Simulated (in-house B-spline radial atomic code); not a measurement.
A run on an ion of nuclear charge 59 with 59.2 electrons that did not converge. Method: scalar-relativistic (X2C) B3LYP, spin-polarised, spherical fractional occupations, Fermi nucleus of rms radius 4.8919 fm; computed with an all-electron radial atomic-structure program (B-spline basis).

Command:
```bash
python run_scf.py task.json out
```
Settings (nuclear radius in fm, mass in u):
```
Z                59
configuration    [Xe] 4f3.2 6s2
hamiltonian      x2c
method           b3lyp
spin_polarised   True
nucleus          fermi
rms_radius       4.8919
atomic_mass      140.90766
speed_of_light   137.035999084
```

First and last ten iterations of the last attempt (damped for 15 steps, keeping 80 % of the old Fock matrix, then DIIS):
```
 iter        energy (Eh)    residual
    1       -9226.678643    4.75e-01
    2       -9226.450444    5.53e-01
    3       -9231.750344    3.50e-01
    4       -9234.394911    2.09e-01
    5       -9235.645224    1.19e-01
    6       -9236.204122    7.56e-02
    7       -9236.440181    4.66e-02
    8       -9236.534870    2.73e-02
    9       -9236.571698    1.80e-02
   10       -9236.586263    1.35e-02
  111       -9232.971062    1.53e-01
  112       -9232.959246    1.53e-01
  113       -9236.588921    1.12e-02
  114       -9236.588259    1.15e-02
  115       -9236.587968    1.17e-02
  116       -9232.945994    1.53e-01
  117       -9232.942221    1.53e-01
  118       -9232.939077    1.53e-01
  119       -9232.937874    1.53e-01
  120       -9232.937660    1.53e-01
 not converged after 120 iterations
```

The smallest residual met was 1.9e-03; the threshold is about 6e-07. No energy from this run should be used. The likely cause: this method binds the added charge weakly or not at all at the basis-set limit, so charge moves back and forth between the atom and the box. Time taken, with all properties: 12 s on 1 thread of Arm Neoverse V2 (shared host).
